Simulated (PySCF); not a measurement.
SMILES c1coc(Oc2ccco2)c1, GFN2-xTB optimised geometry.

```
17

C      3.05    -1.44     0.00
C      2.84    -0.10     0.00
O      1.51     0.17     0.00
C      0.88    -1.02     0.00
O     -0.46    -1.12     0.00
C     -1.27    -0.03     0.00
C     -2.63    -0.03     0.00
C     -3.00     1.33     0.00
C     -1.85     2.05     0.00
O     -0.78     1.21     0.00
C      1.78    -2.05     0.00
H      4.00    -1.94     0.00
H      3.50     0.74     0.00
H     -3.27    -0.89     0.00
H     -4.00     1.72     0.00
H     -1.64     3.10     0.00
H      1.54    -3.10     0.00
```

Density from B3LYP/def2-SVP (PySCF) at that geometry.

Minimum of the electron density along straight lines between bonded atoms, close to the bond critical point (lines longer than 1.1 times the sum of covalent radii, or with two minima, are not listed):

| bond | length / Å | ρ at the minimum / e bohr⁻³ | ∇²ρ there / e bohr⁻⁵ | position (fraction from the first atom) |
|---|---|---|---|---|
| C1–C2 | 1.357 | 0.330 | -0.85 | 0.48 |
| C2–O3 | 1.354 | 0.278 | 0.13 | 0.33 |
| O3–C4 | 1.341 | 0.302 | -0.20 | 0.67 |
| C4–O5 | 1.349 | 0.287 | -0.18 | 0.33 |
| O5–C6 | 1.349 | 0.287 | -0.18 | 0.67 |
| C6–C7 | 1.365 | 0.324 | -0.83 | 0.54 |
| C7–C8 | 1.418 | 0.292 | -0.70 | 0.50 |
| C8–C9 | 1.357 | 0.330 | -0.85 | 0.48 |
| C6–O10 | 1.341 | 0.302 | -0.20 | 0.33 |
| C9–O10 | 1.354 | 0.278 | 0.13 | 0.33 |
| C1–C11 | 1.418 | 0.292 | -0.70 | 0.50 |
| C4–C11 | 1.365 | 0.324 | -0.83 | 0.54 |
| C1–H12 | 1.070 | 0.287 | -1.12 | 0.64 |
| C2–H13 | 1.071 | 0.291 | -1.17 | 0.65 |
| C7–H14 | 1.069 | 0.286 | -1.11 | 0.64 |
| C8–H15 | 1.070 | 0.287 | -1.12 | 0.64 |
| C9–H16 | 1.071 | 0.292 | -1.17 | 0.65 |
| C11–H17 | 1.069 | 0.286 | -1.11 | 0.64 |
